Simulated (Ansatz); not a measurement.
Job for Ansatz (an electronic-structure program): R-CCSD(T)/cc-pVTZ on CHN (SMILES [C-]#[NH+]).

Ansatz 0.2 input:
```yaml
crystal:
  periodic: [false, false, false]
  atoms:
    - {symbol: C, position_ang: [1.09253720, 0.18752009, 0.00000000]}
    - {symbol: N, position_ang: [-0.05473398, -0.00936831, -0.00000000]}
    - {symbol: H, position_ang: [-1.03780322, -0.17815178, 0.00000000]}
basis:
  gaussian:
    orbitals: cc-pVTZ
magnetization: {spin_polarized: false}
correlation: {method: ccsd_t, electrons: outside_noble_gas}
scf: {lower_state_search: off}
```

The log:

```
WARN ansatz: RAYON_NUM_THREADS=4 ignored (pool sized by the plan → 4); use --threads N
Functional definition: HF
these checks for a lower state are left out or cut short: stability, starts, cluster_reference, orbital_swaps, neighbouring_geometries, increment
integrals: 0.04 GiB planned
434 factors; integrals over basis functions are off by at most 1.2e-3 eV
mean field: 0.08 GiB planned
mean field evaluation 1: about -2526.7320 eV, gradient 2.2e1 eV
mean field evaluation 2: about -2526.7343 eV, gradient 2.2e1 eV
mean field evaluation 4: about -2527.7123 eV, gradient 3.2e0 eV
mean field evaluation 8: about -2527.7375 eV, gradient 7.6e-5 eV
mean field -2527.73752657 eV, -92.8926407395 hartree, gradient 2.4e-6 eV, S^2 0.000000; 0 other end points of the search recorded, 0 dependent functions left out
2 core orbitals not correlated
reference -2527.73752657 eV, -92.8926407395 hartree; 5, 5 occupied and 67, 67 virtual orbitals, 434 factors
second order -9.03524232 eV of doubles, -0.00000000 eV of singles
coupled cluster: 0.14 GiB planned
cycle   1  -8.94170738 eV  change    9.4e-2 eV  update   8.0e-2
cycle   2  -9.22316818 eV  change   -2.8e-1 eV  update   2.5e-2
cycle   3  -9.29552648 eV  change   -7.2e-2 eV  update   1.3e-2
cycle   4  -9.28857941 eV  change    6.9e-3 eV  update   2.9e-3
cycle   5  -9.28975437 eV  change   -1.2e-3 eV  update   1.2e-3
cycle   6  -9.28996843 eV  change   -2.1e-4 eV  update   3.1e-4
cycle   7  -9.28981513 eV  change    1.5e-4 eV  update   8.8e-5
cycle   8  -9.28982067 eV  change   -5.5e-6 eV  update   3.6e-5
cycle   9  -9.28980588 eV  change    1.5e-5 eV  update   8.1e-6
cycle  10  -9.28979980 eV  change    6.1e-6 eV  update   3.1e-6
perturbative correction -0.46594475 eV, -0.0171231539 hartree
Total energy: -2537.49327112 eV, -93.2511577391 hartree
Checks for a lower state left out: stability, starts, cluster_reference, orbital_swaps, neighbouring_geometries, increment
```

The calculation finished and met its thresholds.

Cost: around 0.7 core-seconds (rough).
